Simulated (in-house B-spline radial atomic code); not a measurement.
Functionals against ionisation energies along an isoelectronic series: Ag to I⁶⁺

Ionisation energies as differences of self-consistent total energies from a B-spline radial code for spherical atoms: all electrons, radial basis limit, scalar-relativistic (one-electron X2C), spin-polarised at highest spin, spherical densities; exact exchange is averaged over the determinants of each configuration. No spin-orbit coupling, Breit or QED terms. NIST's values run from ground level to ground level, so in open shells the differences also hold multiplet and fine-structure energies that spherical high-spin averages miss. Columns give computed minus NIST, in eV; a star marks a semi-empirical value. Species are left out where the tabulated value is theory, is uncertain by more than 0.12 eV, or (13 ions, such as In⁴⁺, Te⁴⁺ and Bi⁴⁺) lies off its series for all methods alike, which flatters the means a little.

| species | shell | NIST (eV) | PBEsol | RPBE | r2SCAN | PBE0 | wB97X | BHandHLYP |
| --- | --- | --- | --- | --- | --- | --- | --- | --- |
| Ag | 5s | 7.58 | +0.38 | +0.24 | +0.21 | +0.05 | -0.29 | -0.15 |
| Cd⁺ | 5s | 16.91 | ? | ? | ? | ? | ? | ? |
| In²⁺ | 5s | 28.04 | +0.51 | +0.34 | +0.18 | +0.16 | -0.33 | +0.03 |
| Sn³⁺ | 5s | 40.74 ± 0.04 | +0.62 | +0.45 | +0.20 | +0.26 | -0.32 | +0.14 |
| Sb⁴⁺ | 5s | 55.00 ± 0.1* | +0.65 | +0.49 | +0.13 | +0.28 | -0.40 | +0.17 |
| I⁶⁺ | 5s | 87.61 ± 0.06* | +0.84 | +0.69 | +0.12 | +0.44 | -0.45 | +0.34 |

(1) What are the differences for Cd⁺ ([Kr] 4d10 5s1)?

(2) How do the methods rank, and which species is hardest?

Answers

(1) PBEsol +0.44; RPBE +0.28; r2SCAN +0.20; PBE0 +0.10; wB97X -0.30; BHandHLYP -0.06 eV.

(2) Mean absolute (signed) differences: BHandHLYP 0.15 (+0.08) eV; r2SCAN 0.17 (+0.17) eV; PBE0 0.22 (+0.22) eV; wB97X 0.35 (-0.35) eV; RPBE 0.41 (+0.41) eV; PBEsol 0.57 (+0.57) eV. For Sn³⁺, which loses a 5s electron, the nearest method is off by +0.14 eV, the largest such miss. The first two are tied within the accuracy of the references.
